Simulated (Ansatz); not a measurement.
C$_{2}$H$_{6}$AlNOSi (`O=[CH][Al]1[NH][CH]1[SiH3]`), relaxed with RKS PBE-D4/def2-SVP in the Gaussian-basis code of Ansatz from a rough embedded geometry. The force threshold is 0.03 eV/Å; the program also tests the step.

Total charge 0; spin multiplicity 1.

Start:

```xyz
12

O     0.438    1.282   -3.259
C    -0.436    1.447   -2.509
Al   -0.593    0.359   -0.879
N    -1.433   -0.139    0.871
C    -0.221   -0.942    0.464
Si    1.231   -0.491    1.588
H    -1.168    2.237   -2.706
H    -2.257   -0.716    0.564
H    -0.373   -1.968    0.241
H     1.228    0.979    1.851
H     2.493   -0.848    0.914
H     1.091   -1.200    2.860
```

| step | energy (eV) | largest force (eV/Å) | largest move (Å) |
| --- | --- | --- | --- |
| 1 | -20157.0250 | 4.410 | 0.000 |
| 2 | -20157.5821 | 1.442 | 0.160 |
| 3 | -20157.7194 | 1.052 | 0.195 |
| 4 (rejected) | -20157.7040 | 3.285 | 0.195 |
| 5 | -20157.8643 | 0.728 | 0.097 |
| 6 | -20157.9693 | 0.522 | 0.098 |
| 7 | -20158.0414 | 0.289 | 0.150 |
| 8 | -20158.0598 | 0.504 | 0.200 |
| 9 (rejected) | -20158.0480 | 1.340 | 0.053 |
| 10 | -20158.0737 | 0.168 | 0.026 |
| 11 | -20158.0815 | 0.094 | 0.093 |
| 12 (rejected) | -20158.0776 | 0.233 | 0.055 |
| 13 | -20158.0835 | 0.067 | 0.028 |
| 14 | -20158.0855 | 0.127 | 0.073 |
| 15 | -20158.0860 | 0.042 | 0.043 |
| 16 | -20158.0862 | 0.035 | 0.021 |
| 17 | -20158.0863 | 0.032 | 0.008 |
| 18 | -20158.0863 | 0.029 | 0.010 |

End:

```xyz
12

O    -0.401    1.084   -3.740
C    -0.631    1.583   -2.652
Al   -0.397    0.446   -0.979
N    -1.323   -0.280    0.324
C     0.028   -0.957    0.345
Si    1.185   -0.568    1.777
H    -0.986    2.662   -2.585
H    -2.081   -0.623    0.916
H     0.036   -2.028    0.036
H     1.325    0.930    1.919
H     2.554   -1.154    1.530
H     0.691   -1.093    3.109
```

Run time 29 s (4 threads of an Arm Neoverse V2 on a shared host); peak host memory 0.19 GiB.
